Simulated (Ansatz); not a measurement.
Reaction (substitution at a C–C bond): `CC(F)C(F)(F)F` + `COB(O)OC` → trimethyl borate + `FCC(F)(F)F`

Program: Ansatz. Geometries: PBE0-D4/def2-TZVP. ΔE: electronic, gas phase. CBS: MP2 limit from def2 TZ/QZ plus the TZ coupled-cluster correction, frozen cores. Functionals use def2-TZVPP. B3LYP here is the variant with VWN-RPA as its local correlation; programs differ in this. HSE06 is defined as in plane-wave codes. One conformer a species, not always the lowest.

(1) Is it downhill or uphill in electronic energy at CCSD(T)/CBS, and by how much? (Best estimate.)

(2) What do these levels give: BLYP-D4, B3LYP-D4, HSE06-D4, revPBE, r2SCAN, PBE0, r2SCANh, MP2/def2-QZVPP, SCS-MP2/def2-QZVPP, HF/CBS(def2), MP2/CBS(def2), CCSD/CBS(def2)? (Best estimate.)

Largest T1 diagnostic among the species: 0.012.

Answers

(1) The calculation gave: Uphill: ΔE = +76.3 kJ/mol.

(2) The calculation gave: BLYP-D4 65.0, B3LYP-D4 67.5, HSE06-D4 74.0, revPBE 68.6, r2SCAN 75.8, PBE0 74.2, r2SCANh 76.2, MP2/def2-QZVPP 79.6, SCS-MP2/def2-QZVPP 73.5, HF/CBS(def2) 62.4, MP2/CBS(def2) 80.8, CCSD/CBS(def2) 75.3 kJ/mol.

At CCSD(T), def2-SVP lies −4.7 kJ/mol from the extrapolated value and def2-TZVPP −2.2 kJ/mol. In def2-TZVPP, CCSD(T) changes the Hartree–Fock value by +11.0 kJ/mol (the triples alone add +0.9 kJ/mol) and MP2 by +15.5 kJ/mol. From BLYP to BHLYP (50 % exact exchange), in def2-TZVPP and without D4, ΔE moves by +4.7 kJ/mol.
